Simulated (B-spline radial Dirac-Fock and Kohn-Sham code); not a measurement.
# Relativistic shifts of the levels of Re⁴⁺

System: rhenium as Re⁴⁺, configuration [Xe] 4f14 5d3.

Both columns are ΔSCF binding energies of the configuration average from a radial atomic solver: non-relativistic Hartree-Fock with a point nucleus, and Dirac-Fock with a finite nucleus and the Coulomb interaction alone, averaged over the two j levels with weights 2j+1.

```csv
shell,Hartree-Fock (eV),Dirac-Fock (eV),shift (eV),shift (%)
1s,66084.2,72095.9,+6011.71,+9.10
2s,11040.6,12638.7,+1598.14,+14.48
2p,10569.7,11102.4,+532.75,+5.04
3s,2611.2,3006.8,+395.63,+15.15
3p,2392.2,2540.8,+148.56,+6.21
3d,1988.1,1970.9,-17.16,-0.86
4s,593.9,691.3,+97.38,+16.40
4p,500.8,535.1,+34.37,+6.86
4d,331.3,326.6,-4.70,-1.42
4f,107.7,97.24,-10.41,-9.67
5s,126.7,143.2,+16.50,+13.02
5p,95.71,99.97,+4.26,+4.45
5d,52.81,51.44,-1.37,-2.60
```

Relativity binds 1s, 2s, 2p, 3s, 3p, 4s, 4p, 5s, 5p more strongly, among those listed most of all 4s in relative terms, and 3d, 4d, 4f, 5d more weakly, because the contracted s and p shells screen the nucleus better.

Values without a named source are computed, but for edge energies of neutral atoms, which are taken from tables.
